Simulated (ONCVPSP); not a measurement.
**Building the ONCV potential for carbon (C) (PBEsol, scalar-relativistic).**

```
Element                 : carbon
Generator               : ONCVPSP 4.0.1
Type                    : optimised norm-conserving Vanderbilt (ONCV)
Functional              : PBEsol
Relativity              : scalar-relativistic
Frozen core             : [He]
Valence charge          : 4
Reference configuration : 2s2 2p2
Partial waves           : 2s: rc 1.25 bohr, ncon 5, nbas 9, qcut 5.6 1/bohr, 2 projectors, debl 2.7 Ha; 2p: rc 2.25 bohr, ncon 4, nbas 8, qcut 7.7 1/bohr, 1 projector; d scattering state at 0.21 Ha: rc 1.80 bohr, ncon 4, nbas 7, qcut 6.3 1/bohr, 2 projectors, debl 3 Ha
Local potential         : polynomial inside 1.10 bohr (lpopt 5, dvloc0 3 Ha)
Core correction         : Teter function, fcfact 1.75, rcfact 1.25
```

- Cutoffs needed: 20 Ha and 118 Ha (the cutoffs (Ha) at which the residual kinetic energy of the hardest occupied pseudo-wave falls to 1 and 0.1 mHa per electron)
- Ghost test: no bound ghost flagged; no localised positive-energy state flagged
- Largest excitation error: +582 meV (all-electron minus pseudo) for 2s1 2p0, out of 4 test configurations
- rms error of d²Exc/dni dnj: 1.72 mHa without and 1.32 mHa with the model core
